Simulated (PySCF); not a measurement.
Si(CCH)(H)3 (C2H4Si), SMILES C#C[SiH3]. Atoms are numbered in the order given.

```xyz
7

Si     0.0000     0.0000    -1.0595
C      0.0000     0.0000     0.7655
C      0.0000     0.0000     1.9744
H      1.2087     0.6979    -1.5489
H      0.0000    -1.3957    -1.5489
H     -1.2087     0.6979    -1.5489
H      0.0000     0.0000     3.0397
```

Coordinates come from a TPSSh-D3(BJ)/def2-TZVP optimisation.

Vertical ionisation energy (IE) and electron affinity (EA) in eV. Rows of orbital energies are one-electron estimates. Where ΔSCF, EOM or ADC give a negative EA the extra electron is unbound and the value depends on the basis.

```csv
level,IE,EA
"−ε(HOMO), −ε(LUMO), PBE/def2-TZVPD (PySCF)",7.12,1.12
ADC(2)/aug-cc-pVDZ (PySCF),…,…
```

### Question
Some entries are withheld; supply them. (The exact figures need the calculation; the answer reports its results.)

### Answer

- ADC(2)/aug-cc-pVDZ (PySCF), IE: 10.64
- ADC(2)/aug-cc-pVDZ (PySCF), EA: -0.70

### Question
Beyond the first one, list the lowest photoelectron lines from ADC(2)/aug-cc-pVDZ in PySCF with their pole strengths (two spins summed). (The exact figures need the calculation; the answer reports its results.)

### Answer
12.87 eV (1.83), 12.87 eV (1.83), 13.30 eV (1.74), 17.32 eV (1.72).
